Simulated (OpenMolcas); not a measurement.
**What dynamic correlation does to the levels of Te**

```
Program             : OpenMolcas 26.06
Basis               : ANO-RCC-VQZP [8s7p5d3f2g]
Scalar Hamiltonian  : DKH2, point nucleus
Active space        : 6 electrons in 9 orbitals (RAS2 5s 5p; RAS3 5d, at most 2 electrons)
State averaging     : 2S+1 = 3 even, 3 roots; 2S+1 = 1 even, 6 roots; 2S+1 = 3 odd, 3 roots; 2S+1 = 1 odd, 3 roots (0 in the spin-orbit step)
Spin-orbit coupling : state interaction with AMFI integrals over the reference wave functions, term energies averaged over their components
```

Methods on the same reference wave functions:
A. RASSCF
B. SS-RASPT2, IPEA 0.25 Eh, imaginary shift 0.1 Eh (closed shells correlated: 4d)

Energies in cm⁻¹ above 5s² 5p⁴ ³P₂, the measured ground level; measured values from NIST Handbook of Basic Atomic Spectroscopic Data.

```json
{"Level": "5s² 5p⁴ ³P₂", "A": "0.0", "B": "0.0", "Measured": "0.0"}
{"Level": "5s² 5p⁴ ³P₁", "A": "4149", "B": "4240", "Measured": "4751"}
{"Level": "5s² 5p⁴ ³P₀", "A": "4526", "B": "4550", "Measured": "4706"}
{"Level": "5s² 5p⁴ ¹D₂", "A": "11805", "B": "10320", "Measured": "10558"}
{"Level": "5s² 5p⁴ ¹S₀", "A": "23601", "B": "22880", "Measured": "23198"}
```

Deviations, from unrounded energies. A percentage is the sum of absolute deviations over the sum of measured energies, with the sign that they share, or ± where signs differ.

```tsv
Against measurement	Levels	A	B
mean absolute deviation (cm-1)	4	610	300
fine structure of the ground term (%)	2	-8.3	-7.0
other terms of the ground configuration (%)	2	+4.9	-1.6
```

B lies closest to measurement on these levels. The largest miss of B in the table is 5s² 5p⁴ ³P₁, by -510 cm-1. The ranking rests on the paired levels alone, and a cruder setting can come out closer through cancelling errors.

From A to B the spin-free energies of the other terms of 5s² 5p⁴ shown, above ³P, scale by factors of 0.81 to 0.96.

The lowest spin-free term lies below A's lowest term by 0.527 hartree in B.

CASPT2 breaks the degeneracy within a term, and the mean is taken; among the terms shown or strongly mixed into the levels shown the widest spread is 57 cm-1 (5s² 5p⁴ ¹D, B). Some high roots are left out of the spin-orbit mixing, which shifts the levels that they would mix with. Active for correlation alone: 5d; no level in the range computed is led by a configuration that fills it, so any true level of that kind is missing. Computed and measured levels are paired by configuration, term and J; levels that our copy of the source lacks, or whose pairing is in doubt (as where it misses far off the trend of its configuration), stay unpaired and out of the deviations. Levels of configurations outside the active space are missing. The table leaves out levels that lie high or whose names do not pair safely across all columns.
